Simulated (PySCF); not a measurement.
**Removal energies of Ru(16+) from EOM-IP-GCCSD**

Reference: closed-shell Ru(16+), [Ar] 3d10; one electron is removed. Calculated with PySCF 2.14, two-component X2C-1e with screened spin-orbit coupling, an even-tempered Gaussian basis (20 s from 0.48 bohr⁻², ratio 2.6; 15 p from 0.62 bohr⁻², ratio 2.6; 10 d from 0.62 bohr⁻², ratio 2.6; 6 f from 0.64 bohr⁻², ratio 2.8); frozen [Ar]; the 102 highest virtual spinors dropped; of the others 70 kept and the rest restored at second order. No Breit or QED terms. Binding energies in eV.

| level | Koopmans | second order | EOM-CCSD |
| --- | --- | --- | --- |
| 3d3/2 | 678.41 | 677.10 | 677.37 |
| 3d5/2 | 673.76 | 672.53 | 672.79 |

For comparison, the ionisation energy of Ru(16+) is 670 ± 3 eV (theoretical estimate listed by NIST; NIST Atomic Spectra Database, ionization energies).
